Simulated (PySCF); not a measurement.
PySCF 2.14 output of an unrestricted wB97M-V calculation on a single atom or ion in ANO-RCC-VTZP (5s4p2d1f, 34 functions), with scalar relativity by spin-free X2C-1e:

```
SCF conv_tol = 1e-09
number electrons alpha = 8  beta = 6
    N. Mardirossian and M. Head-Gordon.,  J. Chem. Phys. 144, 214110 (2016)
cycle= 1 E= -397.952218443616  delta_E= -0.00302  |g|= 0.0109  |ddm|= 0.0481
cycle= 2 E= -397.952310240277  delta_E= -9.18e-05  |g|= 0.00296  |ddm|= 0.0101
cycle= 3 E= -397.952318054775  delta_E= -7.81e-06  |g|= 0.000536  |ddm|= 0.00344
cycle= 4 E= -397.952318263034  delta_E= -2.08e-07  |g|= 3.86e-05  |ddm|= 0.000602
cycle= 5 E= -397.952318264266  delta_E= -1.23e-09  |g|= 1.71e-06  |ddm|= 4.67e-05
cycle= 6 E= -397.952318264268  delta_E= -2.5e-12  |g|= 1.42e-07  |ddm|= 2.18e-06
converged SCF energy = -397.952318264268  <S^2> = 2.0019544  2S+1 = 3.0013027
```

The run itself started from symmetry-adapted Hartree-Fock orbitals and held the occupation by maximum overlap, on a logarithmic radial grid, so the iterations belong to that start.

Problem. Which element, charge and spin multiplicity is this?

Solution. S²⁺ (sulfur, charge +2), multiplicity 3; the state was [Ne] 3s2 3p2, high-spin 3P determinant.
